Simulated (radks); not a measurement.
Problem. Radial electron density D(r) = 4 pi r^2 rho(r) of an atom or ion with 8 electrons. Method: scalar-relativistic Kohn-Sham, BLYP, spin-polarised, spherical densities, finite nucleus; Fermi nuclear charge, rms radius of each element as measured or else 0.836 A^(1/3) + 0.57 fm; computed with a radial shooting solver on a logarithmic mesh with Libxc functionals.

```
   r/bohr * D(r) (the largest magnitude, 48.7, reaches the edge; | marks zero)
 0.002982 |    *
 0.003283 |     *
 0.003613 |      *
 0.003977 |        *
 0.004378 |         *
 0.004819 |           *
 0.005305 |            *
 0.005839 |               *
 0.006428 |                 *
 0.007075 |                   *
 0.007788 |                      *
 0.008573 |                         *
 0.009437 |                            *
  0.01039 |                               *
  0.01143 |                                   *
  0.01259 |                                      *
  0.01385 |                                          *
  0.01525 |                                             *
  0.01679 |                                                *
  0.01848 |                                                  *
  0.02034 |                                                    *
  0.02239 |                                                      *
  0.02465 |                                                      *
  0.02713 |                                                      *
  0.02986 |                                                    *
  0.03287 |                                                  *
  0.03618 |                                                *
  0.03983 |                                             *
  0.04384 |                                          *
  0.04826 |                                       *
  0.05312 |                                     *
  0.05848 |                                    *
  0.06437 |                                    *
  0.07085 |                                     *
  0.07799 |                                       *
  0.08585 |                                         *
   0.0945 |                                            *
    0.104 |                                              *
   0.1145 |                                              *
    0.126 |                                              *
   0.1387 |                                           *
   0.1527 |                                       *
   0.1681 |                                 *
   0.1851 |                          *
   0.2037 |                    *
   0.2242 |              *
   0.2468 |         *
   0.2717 |     *
   0.2991 |  *
   0.3292 | *
   0.3624 |*
   0.3989 *
   0.4391 *
   0.4833 *
    0.532 *
```

What is the nuclear charge?

Solution. Z = 40. The innermost maximum, from 1s, lies near gamma/Z bohr with gamma = sqrt(1 - (Z/c)^2) = 0.956, here 0.0239 bohr (found: 0.0248), and its height grows with Z. The density is that of the zirconium ion Zr32+ in [He] 2s2 2p4; the configuration itself is not fixed sharply by these data, and Z only to a few units. D(r) has 2 maxima, at r = 0.0248, 0.115 bohr, and minima at 0.0623 bohr, inside which lie 2.22 electrons.
